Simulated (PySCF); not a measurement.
A side-by-side comparison of computed properties.

First species: C4H5O2P.
SMILES: `COc1cocp1`

Second species: C7H5PS.
Cartesian coordinates in Å at the GFN2-xTB level; atoms count from 1:
```xyz
14
C7H5PS angstrom
C     -1.6041   -0.5568   -2.6567
C     -0.7500   -0.6076   -1.8122
C      0.2757   -0.7043   -0.8535
P      1.6589   -1.7932   -1.1362
C      2.3850   -1.3711    0.3456
S      1.6114   -0.2352    1.3664
C      0.2566    0.0236    0.3179
C     -0.7857    0.9449    0.6928
C     -0.8031    1.6477    1.8220
H     -2.3548   -0.5046   -3.3873
H      3.3175   -1.7715    0.7032
H     -1.5882    1.0360   -0.0283
H     -1.6073    2.3230    2.0534
H     -0.0126    1.5687    2.5508
```

Levels: wB97X-D/def2-SVPD for dipole moment, HOMO energy, LUMO energy, HOMO–LUMO gap, static isotropic polarisability and electronic spatial extent ⟨r²⟩ about the centre of nuclear charge; TDDFT wB97X-D/def2-SVPD for lowest singlet excitation; TDA wB97X-D/def2-SVPD for lowest triplet excitation (Tamm–Dancoff); GFN2-xTB for rotational constant A and rotational constant C. Geometries: GFN2-xTB. All species are isolated and taken at one optimised geometry, non-relativistic unless stated; the electronic structure was computed with PySCF and density fitting.

Dipoles, sizes and rotational constants follow the conformer. The torsions of the flexible species, by atom-mapped SMILES:
- `[CH3:1][O:2][c:3]1[cH:4][o:5][cH:6][p:7]1`: C1–O2–C3–C4 180°
- `[CH:1]#[C:2][c:3]1[p:4][cH:5][s:6][c:7]1[CH:8]=[CH2:9]`: S6–C7–C8–C9 0°

**Question.** Which of the two has the higher rotational constant C, and by how much?

**Answer.** The first: 1.371 GHz against 0.695 GHz, a difference of 0.676 GHz.

**Question.** Which of the two has the higher ⟨r²⟩, and by how much?

**Answer.** The second: 1547 bohr² against 838 bohr², a difference of 709 bohr².

**Question.** Which has the higher LUMO energy?

**Answer.** The first: 0.77 eV against -0.40 eV, a difference of 1.17 eV.

**Question.** Which has the higher dipole moment?

**Answer.** The second: 1.47 D against 0.58 D, a difference of 0.89 D.

**Question.** Which of the two has the higher S1 energy, and by how much?

**Answer.** The first: 5.00 eV against 4.21 eV, a difference of 0.79 eV.

**Question.** Which has the higher HOMO–LUMO gap?

**Answer.** The first: 9.15 eV against 7.94 eV, a difference of 1.21 eV.

**Question.** Which has the higher rotational constant A?

**Answer.** The first: 4.772 GHz against 1.464 GHz, a difference of 3.308 GHz.

**Question.** Which of the two has the higher static isotropic polarisability, and by how much?

**Answer.** The second: 129.1 au against 76.1 au, a difference of 53.0 au.

On the first: The vertical singlet–triplet gap S1 − T1 is 1.69 eV (TDDFT singlet less Tamm–Dancoff triplet; S1: HOMO→LUMO, weight 0.94; T1: HOMO→LUMO, weight 0.64). The 8 singlets span 5.00 to 6.99 eV, and their oscillator strengths add up to 0.50.

On the second: The vertical singlet–triplet gap S1 − T1 is 1.56 eV (TDDFT singlet less Tamm–Dancoff triplet; S1: HOMO→LUMO, weight 0.91; T1: HOMO→LUMO, weight 0.85).
